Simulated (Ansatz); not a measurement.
Harmonic frequencies (cm⁻¹) at PBE0-D4/def2-TZVP from Ansatz: 298, 319, 456, 471, 541, 547, 729, 778, 802, 904, 1469, 1889, 1893, 2708, 3617.

Which molecule is it?
A. `OB1CS1`
B. `[SiH2]1[SiH2][Se]1`
C. `[BH]1[NH][SnH2]1`
D. `FB1B[SiH2]1`

C.
